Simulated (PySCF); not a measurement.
HTe, SMILES [TeH], multiplicity 2.

The structure is a stationary point at PBE-D3(BJ)/def2-TZVPD. The def2 effective core potentials stand for the cores of Te; spin–orbit coupling is left out.

All values below come from PySCF 2.14.0 with PBE-D3(BJ)/def2-TZVPD.

Frequencies are harmonic and unscaled.

Computed normal modes with their intensities:
| mode | ν (cm⁻¹) | IR (km/mol) | moving atoms (share of kinetic energy) |
|---|---|---|---|
| 1 | 2071 | 34.3 | H 99 % |
